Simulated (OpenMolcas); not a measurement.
**How basis sets differ on SnSiH6O (SMILES [SiH3][O][SnH3])**

The species is SnSiH6O (9 atoms), meant as a singlet with charge 0. As SMILES, `[SiH3][O][SnH3]`. Geometry: relaxed at PBE0-D4/def2-TZVP.

```jsonl
{"atom": "Si", "x (Å)": "-0.7075", "y (Å)": "1.1063", "z (Å)": "-0.9618"}
{"atom": "O", "x (Å)": "0.5496", "y (Å)": "0.2327", "z (Å)": "-0.4110"}
{"atom": "Sn", "x (Å)": "0.8371", "y (Å)": "-1.1457", "z (Å)": "0.9564"}
{"atom": "H", "x (Å)": "-1.7860", "y (Å)": "0.2281", "z (Å)": "-1.5020"}
{"atom": "H", "x (Å)": "-0.2330", "y (Å)": "2.0041", "z (Å)": "-2.0464"}
{"atom": "H", "x (Å)": "-1.3096", "y (Å)": "1.9374", "z (Å)": "0.1212"}
{"atom": "H", "x (Å)": "2.4937", "y (Å)": "-1.4998", "z (Å)": "0.8299"}
{"atom": "H", "x (Å)": "-0.1660", "y (Å)": "-2.4609", "z (Å)": "0.5447"}
{"atom": "H", "x (Å)": "0.4101", "y (Å)": "-0.4484", "z (Å)": "2.4520"}
```

Each level gives the dipole moment (D). The values are calculated.

```csv
level,kind,program,value (D),CPU time
HF/ANO-R0 (sfX2C),Hartree–Fock,OpenMolcas,1.40,4.2 s
HF/STO-3G,Hartree–Fock,OpenMolcas,1.60,5.2 s
HF/3-21G,Hartree–Fock,OpenMolcas,2.14,6.5 s
"HF/ANO-RCC-VDZ (DKH2, RICD fitting)",Hartree–Fock,OpenMolcas,2.34,7.8 s
HF/def2-SVP (core potential),Hartree–Fock,OpenMolcas,2.29,13 s
```

All-electron rows without a relativistic Hamiltonian named are non-relativistic, while core potentials hold scalar relativity, so basis and relativity change together. The values span 1.40 to 2.34 D. Magnitudes only. Sets without polarisation functions give poor dipoles. Times are those of the runs behind each value, whatever else they computed, on shared processors of several kinds: orders of magnitude only.
